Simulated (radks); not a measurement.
The numbers below are computed, except where a source is named.
Os LV, configuration [Ar] 3d4 (the NIST ground configuration).

Code: a radial shooting solver on a logarithmic mesh with Libxc functionals. Model: Dirac Kohn-Sham, PBE, spin-unpolarised, spherical densities, point nucleus; open shells fill j = l - 1/2 first.

Energy parts (hartree):
part                       energy
total                 -14573.0291
kinetic                16869.4894
electron-nucleus      -33258.9750
Hartree                 2025.9825
exchange-correlation    -209.5260

Orbitals (lengths in bohr, moments of r in powers of bohr; r(90%) holds 90 % of the orbital's charge):
orbital	occ.	eigenvalue (hartree)	r(90%)
1s1/2	2	-2842.833	0.0323
2s1/2	2	-600.5339	0.115
2p1/2	2	-581.3639	0.101
2p3/2	4	-524.4716	0.112
3s1/2	2	-224.8557	0.269
3p1/2	2	-217.1070	0.260
3p3/2	4	-203.1103	0.277
3d3/2	4	-191.5256	0.247
3d5/2	0	-188.3424	0.251

The highest occupied level is 3d3/2 at -5211.7 eV. The density falls to 0.001 e/bohr^3 at r = 0.59 bohr. For comparison, the ionisation energy in NIST's Atomic Spectra Database is 5280 eV (theoretical). In exact Kohn-Sham theory the highest level is minus the ionisation energy, but local and semilocal functionals leave it too shallow, through self-interaction and a potential that decays too fast; potentials with the right tail come closer.

Beside tabulated values, note that spin-unpolarised runs miss the spin-polarisation part of the exchange energy of open shells.
